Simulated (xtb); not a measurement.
HFSi, charge -1, doublet, geometry from GFN2-xTB (a state made from the parent by changing its charge; the spin is typed, not shown lowest), atoms displaced at random by about 0.05 Å a coordinate. Base run: GFN1-xTB (xtb 6.7.1).

xtb was given this input:
```
$ xtb mol.xyz --gfn 1 --chrg -1 --uhf 1 --opt --json

# file mol.xyz
3

Si    -0.31733466    -0.46303688     0.43961358
H     -0.95708738    -1.27550426    -0.63281251
F      0.57189741     0.63584134    -0.70982175
```

The base run was repeated with changes; each row names its change, and settings that it needs were set with it.

| change | ΔE vs base (kJ/mol) | optimiser steps | outcome |
|---|---|---|---|
| base | 0.00 | 34 | converged |
| engine = lbfgs | 0.00 | - | converged |
| opt level = crude | 0.00 | 33 | converged |
| opt level = vtight | 0.00 | 36 | converged |
| engine = inertial | - | - | not converged |
| alpb = hexane | -210.1 | 39 | converged |
| alpb = methanol | -41.5 | 29 | converged |
| opt level = lax | 0.00 | 34 | converged |
| opt level = tight | 0.00 | 34 | converged |
| opt level = extreme | 0.00 | 36 | converged |
